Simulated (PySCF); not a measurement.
Orbital picture of TbP

r²SCAN at R = 2.310 Å; basis Tb x2c-TZVPall, P x2c-TZVPall; spin-free X2C with a Gaussian nucleus; PySCF 2.14. State: septet, about 8.2 electrons in the 4f shell (Mulliken), real f orbitals that mix terms. Only the outer orbitals are listed, counted within each symmetry.

```json
{"spin": "α", "orbital": "17σ", "occ.": "1", "ε (eV)": "-4.53", "on Tb (%)": "59", "main shells (%)": "41 Tb s, 37 P p, 10 Tb p"}
{"spin": "α", "orbital": "9π", "occ.": "1", "ε (eV)": "-4.27", "on Tb (%)": "44", "main shells (%)": "55 P p, 41 Tb d"}
{"spin": "α", "orbital": "9π", "occ.": "1", "ε (eV)": "-4.27", "on Tb (%)": "44", "main shells (%)": "55 P p, 41 Tb d"}
{"spin": "α", "orbital": "18σ", "occ.": "0", "ε (eV)": "-3.09", "on Tb (%)": "81", "main shells (%)": "42 Tb s, 34 Tb d, 18 P p"}
{"spin": "α", "orbital": "4δ", "occ.": "0", "ε (eV)": "-2.02", "on Tb (%)": "99", "main shells (%)": "99 Tb d"}
{"spin": "α", "orbital": "4δ", "occ.": "0", "ε (eV)": "-1.89", "on Tb (%)": "99", "main shells (%)": "99 Tb d"}
{"spin": "β", "orbital": "16σ", "occ.": "1", "ε (eV)": "-4.51", "on Tb (%)": "32", "main shells (%)": "66 P p, 12 Tb f, 11 Tb d"}
{"spin": "β", "orbital": "3δ", "occ.": "1", "ε (eV)": "-4.48", "on Tb (%)": "100", "main shells (%)": "100 Tb f"}
{"spin": "β", "orbital": "8π", "occ.": "1", "ε (eV)": "-4.27", "on Tb (%)": "30", "main shells (%)": "69 P p, 20 Tb d"}
{"spin": "β", "orbital": "8π", "occ.": "1", "ε (eV)": "-4.27", "on Tb (%)": "30", "main shells (%)": "69 P p, 20 Tb d"}
{"spin": "β", "orbital": "1φ", "occ.": "0", "ε (eV)": "-3.28", "on Tb (%)": "98", "main shells (%)": "96 Tb f"}
{"spin": "β", "orbital": "1φ", "occ.": "0", "ε (eV)": "-3.28", "on Tb (%)": "98", "main shells (%)": "96 Tb f"}
{"spin": "β", "orbital": "17σ", "occ.": "0", "ε (eV)": "-3.08", "on Tb (%)": "97", "main shells (%)": "79 Tb f, 17 Tb s"}
```

Problem. Which are the highest filled and the lowest empty level, where do they sit, and how wide is the gap?

Solution. Highest filled β 8π at -4.27 eV (in %: 69 P p, 20 Tb d); lowest empty β 1φ at -3.28 eV (in %: 96 Tb f); the gap at r²SCAN is 0.99 eV.

```json
{"bond order (Mayer)": "2.96", "⟨S²⟩": "12.229", "charge on Tb (Mulliken, basis-dependent)": "0.50", "charge on Tb (Löwdin, basis-dependent)": "0.09", "dipole moment (positive dipole means Tb(−)P(+))": "-6.72 D"}
```

Spin–orbit coupling is left out. With d or f electrons several states lie close, and the lowest PBE0 determinant need not be the measured ground state.
